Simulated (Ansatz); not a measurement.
`FB[AsH2]` + silanol → `[SiH3]O[AsH2]` + `BF` at 700 K and 1 bar (cleavage of the As–B bond).

Isolated molecules relaxed with PBE0-D4/def2-TZVP in Ansatz; ΔE leaves out vibrations. CBS: MP2 limit from def2 TZ/QZ plus the TZ coupled-cluster correction, frozen cores. This one scheme is used for every species. For As outer-core shells are correlated without core-valence functions, which leaves a few kJ/mol of doubt a bond. Scalar relativity is left out up to krypton.

```csv
species,CCSD(T)/CBS energy (Eh),H − E (kJ/mol),S (J/(mol·K))
`FB[AsH2]`,-2361.43380,129.7,364.6
`O[SiH3]`,-366.69042,144.6,321.6
`[SiH3]O[AsH2]`,-2602.28728,180.9,430.4
`BF`,-125.82039,88.4,262.0
```

H − E and S are ideal-gas, rigid-rotor, harmonic terms from PBE0-D4/def2-TZVP, for one conformer and one mirror image of each species. 1 Eh = 2625.50 kJ/mol, R = 8.31446 J/(mol·K).

Question: By hand: ΔE, ΔH, ΔS and ΔG.

Answer: ΔE = (-2602.28728) + (-125.82039) − (-2361.43380) − (-366.69042) = 0.01655 Eh = 43.5 kJ/mol. Δ(H − E) = 180.9 + 88.4 − 129.7 − 144.6 = -5.0, so ΔH = 38.5 kJ/mol. ΔS = 430.4 + 262.0 − 364.6 − 321.6 = 6.2 J/(mol·K). ΔG = 38.5 − 700 × (6.2)/1000 = 34.2 kJ/mol.

Question: By hand: the equilibrium constant, and the temperature at which ΔG would vanish if ΔH and ΔS stayed fixed.

Answer: log₁₀ K = −ΔG/(RT ln 10) = -2.6. ΔG = 0 at ΔH/ΔS = 6210 K, far beyond where these terms or the molecules hold.

The number of gas molecules stays the same, so ΔS is small and ΔH decides. A doubt of 5 kJ/mol in ΔE shifts log₁₀ K by 0.4 here. Other conformers and mirror images would add mixing entropy, several J/(mol·K) or more a flexible species. Modes under 60 cm⁻¹, often nearly free rotors, make the harmonic entropy too high. These are equilibria of isolated gas molecules and say nothing of rates. Largest T1 diagnostic: 0.013 (customary marks: 0.02 for closed shells, 0.045 for open ones).
